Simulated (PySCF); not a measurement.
SMILES CCCB(C)OC, GFN2-xTB optimised geometry.

```
20

B     -0.62     1.42     0.00
C     -1.49     2.76     0.00
H     -2.56     2.58     0.00
H     -1.26     3.37    -0.87
H     -1.26     3.37     0.87
O      0.71     1.42     0.00
C      1.51     2.58     0.00
H      1.32     3.18     0.89
H      2.56     2.26     0.00
H      1.32     3.18    -0.89
C     -1.35     0.00     0.00
C     -0.41    -1.21    -0.01
C     -1.17    -2.53    -0.01
H     -2.01    -0.07    -0.86
H     -2.00    -0.08     0.88
H      0.23    -1.16    -0.90
H      0.25    -1.17     0.86
H     -1.79    -2.61     0.87
H     -0.48    -3.37    -0.02
H     -1.81    -2.60    -0.89
```

Density from PySCF with PBE0/def2-SVP at that geometry.

Minimum of the electron density along straight lines between bonded atoms, close to the bond critical point (lines longer than 1.1 times the sum of covalent radii, or with two minima, are not listed):

```
bond     length / Å  ρ at the minimum / e bohr⁻³  ∇²ρ there / e bohr⁻⁵  position (fraction from the first atom)
-------  ----------  ---------------------------  --------------------  ---------------------------------------
B1–C2         1.597                        0.174                 -0.15                                     0.32
C2–H3         1.086                        0.273                 -0.98                                     0.62
C2–H4         1.090                        0.267                 -0.93                                     0.62
C2–H5         1.090                        0.267                 -0.93                                     0.62
B1–O6         1.337                        0.209                  1.32                                     0.33
O6–C7         1.406                        0.257                 -0.37                                     0.66
C7–H8         1.093                        0.281                 -1.06                                     0.63
C7–H9         1.091                        0.283                 -1.09                                     0.64
C7–H10        1.093                        0.281                 -1.06                                     0.63
B1–C11        1.596                        0.179                 -0.22                                     0.33
C11–C12       1.530                        0.240                 -0.54                                     0.50
C12–C13       1.524                        0.244                 -0.56                                     0.50
C11–H14       1.094                        0.267                 -0.92                                     0.62
C11–H15       1.094                        0.267                 -0.92                                     0.62
C12–H16       1.091                        0.276                 -1.00                                     0.62
C12–H17       1.091                        0.276                 -1.00                                     0.62
C13–H18       1.088                        0.275                 -1.00                                     0.62
C13–H19       1.088                        0.276                 -1.00                                     0.62
C13–H20       1.088                        0.275                 -1.00                                     0.62
```
